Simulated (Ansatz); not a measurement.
`[Cl][SnH2]` radical, 4 atoms. Total charge 0; spin multiplicity 2. Correlated methods include outer-core shells of Sn, which these sets cover unevenly. Sn: def2 effective core potential. All runs use 2 threads of a server CPU on a shared host. Correlated methods freeze the cores. Open-shell runs search over several starts.

Give the basis size and wall time and peak host memory of each of these runs in Ansatz. UHF-CCSD(T)/def2-TZVPP energy; UKS ωB97M-V/def2-QZVPP energy; direct RPA on PBE orbitals/def2-TZVPP energy; UKS PBE0-D4/def2-TZVP frequencies; UHF-CCSD(T)/def2-SVP energy; UKS PBE0-D4/def2-TZVP relaxation (5 steps); UKS SPW92/def2-TZVPP energy; UKS r2SCAN0-D4/def2-TZVPP energy; UHF-MP2/def2-QZVPP energy; UKS ωB97M-V/def2-SVP energy; UKS B2PLYP (frozen core)/def2-TZVPP energy; UKS PBE0-D4/def2-SVP energy. (Best estimate.)

The calculation gave: Other jobs shared the machine, so times are rough.

```
                                level                   job  functions  wall time  peak host memory (GiB)
                 UKS SPW92/def2-TZVPP                energy        120      0.5 s                    0.16
                 UKS PBE0-D4/def2-SVP                energy         54     0.65 s                    0.15
                 UHF-CCSD(T)/def2-SVP                energy         54      1.1 s                    0.19
direct RPA on PBE orbitals/def2-TZVPP                energy        120      1.4 s                    0.23
  UKS B2PLYP (frozen core)/def2-TZVPP                energy        120      1.6 s                    0.27
            UKS r2SCAN0-D4/def2-TZVPP                energy        120      1.8 s                    0.31
                 UKS ωB97M-V/def2-SVP                energy         54      2.1 s                    0.26
                   UHF-MP2/def2-QZVPP                energy        212      2.8 s                    0.54
                UKS PBE0-D4/def2-TZVP  relaxation (5 steps)         99      5.5 s                    0.23
               UKS ωB97M-V/def2-QZVPP                energy        212      5.5 s                    0.71
               UHF-CCSD(T)/def2-TZVPP                energy        120        7 s                    0.89
                UKS PBE0-D4/def2-TZVP           frequencies         99      9.5 s                    0.23
```
